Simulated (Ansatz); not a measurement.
Molecule: sum formula HSeO, net charge 0, doublet state. It need not be the lowest isomer of its formula. SMILES: [O][SeH]
Structure (B3LYP-D3(BJ)/def2-TZVP (Ansatz, a first-principles code) minimum search):
```
Se
O 1 1.6700
H 1 1.5040 2 101.39
```
Charge 0, spin multiplicity 2.

**Question.** Give the harmonic wavenumbers at B3LYP-D3(BJ)/def2-TZVP (Ansatz, finite differences of forces, unscaled).

**Answer.** 811, 912, 2201 cm⁻¹. Zero-point energy 5.6 kcal/mol.

**Question.** From these and the geometry, give the ideal-gas thermochemistry at 298.15 K and 1 atm (rigid rotor, harmonic oscillator).

**Answer.** Point group Cs, rotational symmetry number 1. Rotational constants 235.3, 13.49, 12.76 GHz. S(trans) 39.60, S(rot) 19.61, S(vib) 0.33, S(elec, spin only) 1.38, S 60.9 cal/(mol K). H(298) - H(0) 2.45 kcal/mol; G - E(el) -10.1 kcal/mol.
